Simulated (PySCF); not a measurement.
C₉H₅FN₂OS. Atoms are numbered in the order given.

```xyz
19

O     -1.3559     4.5982     0.0000
C     -0.1894     4.2705     0.0000
C      0.2926     2.8904     0.0000
C      1.6114     2.4609     0.0000
C      1.7241     1.0526     0.0000
C      0.4870     0.4272     0.0000
C      0.2238    -1.0119     0.0000
N      1.2841    -1.8366     0.0000
C      1.0443    -3.1430     0.0000
C     -0.2624    -3.6320     0.0000
F     -0.5030    -4.9421     0.0000
C     -1.3081    -2.7095     0.0000
N     -1.0606    -1.4044     0.0000
S     -0.8264     1.5601     0.0000
H      0.6344     5.0305     0.0000
H      2.4578     3.1501     0.0000
H      2.6558     0.4883     0.0000
H      1.8947    -3.8342     0.0000
H     -2.3503    -3.0480     0.0000
```

Geometry: B3LYP-D3(BJ)/def2-SVP. One conformer was computed; it need not be the lowest.

Level of theory: PySCF with M06-2X/def2-SVP.

The molecule is in vacuum.

Computed frontier levels, gap, dipole moment and polarisability:
- highest occupied level = -7.99 eV
- lowest empty level = -1.70 eV
- orbital gap = 6.29 eV
- dipole moment = 3.86 D
- quadrupole, principal values (traceless, Buckingham form, about the centre of nuclear charge) = -18.50, -1.17, 19.67 D·Å
- mean static polarisability = 131.6 bohr³ (19.51 Å³)
- polarisability, principal values = 53.5, 127.3, 214.0 bohr³
